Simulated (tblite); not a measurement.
C7H10O2Si.
Structure used (GFN2-xTB), in Å, numbered top down from 1:
```
atom  x, y, z in Å
C1    -3.646   -0.387    0.196
C2    -2.642    0.173    0.865
C3    -1.255    0.094    0.475
C4    -0.301    0.706    1.224
C5     1.102    0.687    0.949
C6     1.657    0.056   -0.102
C7     3.137    0.072   -0.406
O8     3.574   -1.122   -0.999
O9     0.953   -0.631   -1.013
Si10  -0.685   -0.840   -1.046
H11   -3.476   -0.947   -0.707
H12   -4.666   -0.301    0.528
H13   -2.851    0.731    1.771
H14   -0.600    1.255    2.111
H15    1.756    1.212    1.627
H16    3.717    0.214    0.508
H17    3.341    0.923   -1.081
H18    2.857   -1.435   -1.568
H19   -0.872   -2.292   -1.007
H20   -1.104   -0.265   -2.327
```

All values are computed: GFN2-xTB (tblite) harmonic vibrations without scaling, gas phase. This tight-binding method is rough: wavenumbers can miss measured ones by several per cent, in bad cases by 10 to 20. Modes of hydrogen on silicon can be 10 to 20 % off. One conformer, not necessarily the lowest.

Harmonic wavenumbers (cm⁻¹): 35.0, 69.2, 90.1, 131.2, 157.4, 214.6, 282.1, 308.1, 340.7, 352.3, 380.1, 472.9, 490.8, 515.4, 577.4, 602.3, 625.8, 645.3, 662.2, 717.1, 782.7, 810.5, 819.0, 872.0, 886.1, 948.1, 965.2, 994.3, 1003.7, 1076.5, 1135.8, 1152.4, 1185.6, 1221.0, 1263.8, 1289.0, 1312.0, 1337.7, 1352.1, 1408.7, 1456.9, 1531.6, 1639.9, 1658.3, 2226.9, 2259.9, 2808.5, 2983.4, 3018.9, 3029.5, 3097.4, 3107.8, 3134.7, 3487.7.

A = 2994, B = 659.5, C = 551.3 MHz; mass 154.045 u (most abundant isotopes); point group C1, symmetry number 1.

Q: Zero-point energy?

A: ½Σν̃ = 32464 cm⁻¹ = 388.35 kJ/mol.

Q: Give the ideal-gas entropy at 350 K and 1 bar in the rigid-rotor, harmonic-oscillator model (classical rotation).

A: Translation 175.01, rotation 127.81, vibration 165.55: S = 468.4 J/(mol K).

Q: And Cp and H(350 K) − H(0)?

A: Cp = 208.63 J/(mol K), of which vibrations give 175.37 (their classical limit is 54 R = 449.0); H(350 K) − H(0) = 42.16 kJ/mol without the zero-point energy, 30.52 from vibrations.

Q: How do the functions run with temperature in this model?

A: 
| T (K) | S (J/(mol K)) | Cp (J/(mol K)) | H − H(0) (kJ/mol) | G − H(0) (kJ/mol) | ln q(vib) |
| --- | --- | --- | --- | --- | --- |
| 150 | 339.9 | 107.1 | 10.40 | -40.59 | 3.51 |
| 250 | 406.8 | 159.3 | 23.71 | -77.98 | 6.44 |
| 298.15 | 436.9 | 183.8 | 31.97 | -98.30 | 7.87 |
| 400 | 497.7 | 230.6 | 53.15 | -145.93 | 10.92 |
| 600 | 605.1 | 298.7 | 106.57 | -256.47 | 16.83 |
| 900 | 739.1 | 360.9 | 206.37 | -458.82 | 25.12 |

q(vib) and H(0) count from the zero-point level.

Q: Blend soft modes into free rotors: weight 1/[1 + (100 cm⁻¹/ν̃)⁴] for the oscillator and the rest for a rotor with moment μB/(μ + B), μ = h/(8π²ν), B = 10⁻⁴⁴ kg m². What vibrational entropy results?

A: 151.61 J/(mol K) in place of 165.55, which changes −T·S at 350 K by +4.88 kJ/mol.

Q: Which modes carry the vibrational entropy at 350 K?

A: 35.0 cm⁻¹: 24.44; 69.2 cm⁻¹: 18.79; 90.1 cm⁻¹: 16.62; 131.2 cm⁻¹: 13.55; 157.4 cm⁻¹: 12.08; 214.6 cm⁻¹: 9.62 J/(mol K); the other 48 give 70.45 together.

Hindered rotation and anharmonicity are outside this model. Other conformers, if any are populated, would add a mixing term that is left out. The structure is chiral; the term R ln 2 for an equal mix with its mirror image is left out.
